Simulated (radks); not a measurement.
Values are calculated unless marked as measured or tabulated.
Question: Coulomb parameter of the 4f shell of the thulium ion Tm2+ in the model configuration [Xe] 4f12 6p1, as a second difference U = [E(n + 0.5) + E(n - 0.5) - 2 E(n)] / (0.5)^2 with all orbitals relaxed. "Bare": the charge of the atom changes with n. "Screened": the 6p shell takes up the change at fixed total charge, which measures U(4f,4f) + U(6p,6p) - 2 U(4f,6p). Level of theory: Dirac Kohn-Sham, PBE, spin-unpolarised, spherical densities, finite nucleus; open shells are shared between the two j in proportion to 2j + 1; Fermi nuclear charge, rms radius 5.2256 fm (a radial shooting solver on a logarithmic mesh with Libxc functionals). Estimate both.

Answer: U(bare) = 18.415 eV, U(screened by 6p) = 9.057 eV.
